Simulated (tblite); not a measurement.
A structure optimised at GFN2-xTB (Å):
```
atom  x, y, z in Å
O1     1.589   -0.117    0.671
C2     1.135    0.537   -0.494
C3    -0.326    0.164   -0.649
Si4   -0.890   -1.466    0.201
O5    -1.701   -0.258    1.083
C6    -1.193    0.789    0.414
S7    -1.472    2.333    0.757
H8     2.467    0.199    0.907
H9     1.234    1.627   -0.400
H10    1.710    0.202   -1.370
H11   -0.678    0.395   -1.654
H12    0.002   -2.192    1.074
H13   -1.883   -2.212   -0.558
```

Charge 0, singlet.

Question: Which heavy atoms are bonded, and with what formal order?

Answer: O1–C2 1.41 Å (single); C2–C3 1.52 Å (single); C3–Si4 1.92 Å (single); Si4–O5 1.70 Å (single); O5–C6 1.34 Å (single); C6–S7 1.61 Å (double); C3–C6 1.51 Å (single). Bonds to hydrogen (Å): O1–H8 0.96; C2–H9 1.10; C2–H10 1.10; C3–H11 1.09; Si4–H12 1.44; Si4–H13 1.46. The orders are those of one drawing; other resonance forms can be drawn.

Question: Which species is it?

Answer: `OC[C@H]1[SiH2]OC1=S`, C3H6O2SSi. Among its features: alcohol, thiocarbonyl, Si–H bond and C–Si bond.

Question: What is the point group of this geometry?

Answer: C1 (no symmetry element, even within 0.4 Å).

Question: Which rings does it hold (smallest set)?

Answer: C3–Si4–O5–C6 (4 members, 0.01 Å rms from planarity).

Question: Classify the heavy atoms.

Answer: O1: alcohol oxygen; C2: carbinol carbon (C–OH); C3: sp3 carbon bound to silicon; Si4: oxygen-bound silicon; O5: silyl ether oxygen; C6: thiocarbonyl carbon; S7: thiocarbonyl sulfur.

Question: What is the arrangement about C3?

Answer: It has 4 neighbours (C2, Si4, C6, H11) and has angles from 82.6° to 119.5°.

Question: What is the arrangement about O1?

Answer: It has 2 neighbours (C2, H8) and is bent (angle 110.1°).

All values are computed, not measured.
